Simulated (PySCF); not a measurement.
H5GeNO2, singlet, at a GFN2-xTB geometry. Base run: PBE/6-31G, polarisability (PySCF).

The PySCF input:
```python
from pyscf import gto, scf, dft
from pyscf.prop import polarizability

mol = gto.M(
    atom='''
Ge    0.072005    0.014667    0.256349
N    -1.301383   -1.156331    0.099017
O    -0.343343    1.612353   -0.289440
O     1.352319   -0.468432   -0.823341
H     0.538040    0.044066    1.680947
H    -2.079939   -0.997966    0.721439
H    -1.671108   -1.247527   -0.838712
H     0.352350    2.065395   -0.760787
H     1.594359   -1.390356   -0.796921
''',
    basis='6-31g',
    charge=0,
    spin=0,
    verbose=4,
)

mf = dft.RKS(mol)
mf.xc = 'pbe'
mf.kernel()
alpha = mf.Polarizability().polarizability()[2, 2]
print('alpha_zz =', alpha)
```

Variants of this job, named by their change:

```
change                                         alpha_zz (bohr³)  basis functions  core-seconds (rough)
---------------------------------------------  ----------------  ---------------  --------------------
base                                                      33.05               64                     9
functional = pbe0                                         31.38               64                     8
functional = camb3lyp                                     31.05               64                    30
finite field (a.u.) = 2e-4; conv_tol = 1e-11              33.05               64                    10
functional = hf                                           28.47               64                     1
finite field (a.u.) = 0.001; conv_tol = 1e-6              32.76               64                     9
finite field (a.u.) = 0.05; conv_tol = 1e-11              33.43               64                    20
basis = 6-31G*                                            34.59               84                    10
basis = STO-3G                                                …                …                     4
basis = cc-pVDZ                                               …                …                    10
finite field (a.u.) = 0.001; conv_tol = 1e-11             33.05               64                    20
finite field (a.u.) = 0.02; conv_tol = 1e-11              33.11               64                    20
```

Question: Complete the blanks.

Answer: 
- basis = STO-3G, alpha_zz (bohr³): 17.49
- basis = STO-3G, basis functions: 38
- basis = cc-pVDZ, alpha_zz (bohr³): 35.51
- basis = cc-pVDZ, basis functions: 94

Finite-field rows take the second difference of the energy in a field along z; a small field with loose convergence shows SCF noise divided by the square of the field, and a large one adds hyperpolarisability.
